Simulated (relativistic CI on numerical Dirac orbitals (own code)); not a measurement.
**Hg44+: sensitivity of the levels to the model**

Base calculation: Dirac-Coulomb-Breit CI, separate exchange-only KLI orbitals for each configuration, QED by a radiative potential, unscaled Slater integrals.

Configurations in the expansion (outside the closed core [Ar] 3d10): 4s2.4p6, 4s2.4p5.4d, 4s.4p6.4d, 4s2.4p5.4f, 4s.4p6.4f, 4p6.4d.4f, 4s2.4p5.5s, 4p6.4d2, 4p5.4d3, 4p5.4d2.4f, 4p5.4d2.5s, 4p6.4f2, 4p5.4d.4f2, 4p5.4f3, 4p5.4f2.5s. Double excitations out of closed p, d and f shells are left out; levels of such configurations are missing from the list, as are those of other unlisted configurations, and high levels can miss mixing partners.

The lowest level and the first level of each name with at least 55 % of one term (blank where a level has no safe partner in the second run):

```csv
Level,Base (eV),Shift (eV)
4s2.4p6 1S_0,0.000,0.000
4s2.4p5.4d 3P°_0,169.800,-0.011
4s2.4p5.4d 3P°_1,175.460,-0.011
4s2.4p5.4d 3F°_3,178.396,-0.011
4s2.4p5.4d 3F°_4,203.670,-0.011
4s2.4p5.4d 3D°_3,212.781,-0.011
4s2.4p5.4d 3F°_2,316.466,-0.012
4s2.4p5.4f 3D_1,410.142,-0.112
4s2.4p5.4f 3D_2,417.152,-0.119
4s2.4p5.4f 3G_4,422.935,-0.145
4s2.4p5.4f 3F_3,425.833,-0.137
4s2.4p5.4f 3G_5,428.153,-0.148
4s2.4p5.4f 1F_3,430.052,-0.137
4s2.4p5.4f 3F_4,435.938,-0.145
```

At this charge energies of transitions that change n are usually good to better than 1 %, and those within a shell (Δn = 0) to a few per cent.

**Question.** One thing was changed in a second run, which moved the levels as shown. Which?
A. Breit term removed
B. QED terms removed
C. one mean potential for all configurations
D. non-relativistic limit
E. configuration mixing switched off

**Answer.** C. One mean potential for all configurations. One potential for all configurations removes the relaxation of the orbitals, which moves whole configurations and changes the integrals a little.

LS names give the leading component of a level, which can be under half, so a name can repeat, a term be missing and a line seem to break the LS rules.
